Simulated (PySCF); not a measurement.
TeCl2, SMILES Cl[Te]Cl.

Coordinates come from a B3LYP-D3(BJ)/def2-TZVP optimisation. The isomer is the one that the SMILES or the coordinates give; other isomers of the formula were not compared. The def2 effective core potentials stand for the cores of Te; spin–orbit coupling is left out.

Method: TDA-PBE/def2-SVPD (PySCF 2.14.0).

Vertical excitations. The molecule is in vacuum. State labels are in the subgroup C2v.

Computed UV-visible absorptions:
```json
[
 {"state": "S1", "symmetry": "B1", "energy (eV)": "2.21", "λ (nm)": "562", "f": "0.000", "main pairs": "HOMO→LUMO 99 %"},
 {"state": "S2", "symmetry": "A2", "energy (eV)": "2.21", "λ (nm)": "561", "f": "0.000", "main pairs": "HOMO→LUMO+1 100 %"},
 {"state": "S3", "symmetry": "A2", "energy (eV)": "4.57", "λ (nm)": "271", "f": "0.000", "main pairs": "HOMO−2→LUMO 98 %"},
 {"state": "S4", "symmetry": "A1", "energy (eV)": "4.61", "λ (nm)": "269", "f": "0.003", "main pairs": "HOMO−1→LUMO+1 92 %"},
 {"state": "S5", "symmetry": "B1", "energy (eV)": "4.63", "λ (nm)": "268", "f": "0.003", "main pairs": "HOMO−2→LUMO+1 98 %"},
 {"state": "S6", "symmetry": "B2", "energy (eV)": "4.76", "λ (nm)": "261", "f": "0.008", "main pairs": "HOMO−1→LUMO 79 %, HOMO−3→LUMO+1 20 %"},
 {"state": "S7", "symmetry": "A1", "energy (eV)": "4.91", "λ (nm)": "252", "f": "0.010", "main pairs": "HOMO−3→LUMO 90 %"},
 {"state": "S8", "symmetry": "B1", "energy (eV)": "5.38", "λ (nm)": "231", "f": "0.001", "main pairs": "HOMO−4→LUMO 90 %"},
 {"state": "S9", "symmetry": "A2", "energy (eV)": "5.40", "λ (nm)": "229", "f": "0.000", "main pairs": "HOMO−4→LUMO+1 98 %"},
 {"state": "S10", "symmetry": "B2", "energy (eV)": "5.43", "λ (nm)": "228", "f": "0.079", "main pairs": "HOMO−3→LUMO+1 66 %, HOMO−1→LUMO 15 %"},
 {"state": "T1", "symmetry": "B1", "energy (eV)": "1.50", "λ (nm)": "827", "f": "0", "main pairs": "HOMO→LUMO 100 %"},
 {"state": "T2", "symmetry": "A2", "energy (eV)": "1.57", "λ (nm)": "788", "f": "0", "main pairs": "HOMO→LUMO+1 100 %"},
 {"state": "T3", "symmetry": "B2", "energy (eV)": "4.11", "λ (nm)": "301", "f": "0", "main pairs": "HOMO−1→LUMO 98 %"},
 {"state": "T4", "symmetry": "A2", "energy (eV)": "4.25", "λ (nm)": "292", "f": "0", "main pairs": "HOMO−2→LUMO 99 %"}
]
```
Triplets are in the Tamm–Dancoff approximation.
